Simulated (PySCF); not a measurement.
Computed properties of B(CF3)(H)2 (CH2BF3), SMILES BC(F)(F)F

CH2BF3, SMILES FC(B)(F)F. Geometry optimised at B3LYP-D3(BJ)/def2-SVP. Other conformers were not sampled. All values are computed for the isolated molecule unless a solvent is named; none is compared with measurement here.

**Structure.** The optimised structure has Cs symmetry. All 15 harmonic modes at B3LYP-D3(BJ)/def2-SVP (PySCF) are real, so it is a minimum. With heavy atoms numbered as in [BH2:1][C:2]([F:3])([F:4])[F:5], the shortest bond between them is C2–F4 at 1.345 Å and the longest B1–C2 at 1.596 Å.

**Vibrations.** The strongest infrared lines (harmonic, unscaled, degenerate partners summed) lie at 1199 cm⁻¹ (231 km/mol, C 74 %, F 21 %), 1110 cm⁻¹ (182 km/mol, C 69 %, F 25 %), 1011 cm⁻¹ (114 km/mol, H 63 %, B 29 %). The softest mode is at 143 cm⁻¹ and the zero-point energy is 21.7 kcal/mol.

**Electronic structure.** CAM-B3LYP/def2-TZVP (PySCF) places the frontier levels at -11.68 and -1.63 eV, a gap of 10.05 eV, and gives a dipole moment of 1.91 D and a mean polarisability of 28.0 bohr³.

**Excitations.** TDA-CAM-B3LYP/def2-SVPD (PySCF) has S1 at 5.83 eV (213 nm, f = 0.000, dark); the most intense of the 10 singlets computed lies at 10.37 eV (f = 0.13). T1 (TDA) is at 5.08 eV, 0.75 eV under S1. No vertical singlet excitation falls in the visible range (under 3.1 eV).

**NMR.** GIAO shifts at HF/pcSseg-1 (PySCF) (non-relativistic, atoms alike by connectivity averaged): ¹³C at 116.8 ppm against TMS; ¹H at 6.8 ppm against TMS; ¹⁹F at -64.3 ppm against CFCl3; ¹¹B at 59.9 ppm against BF3.
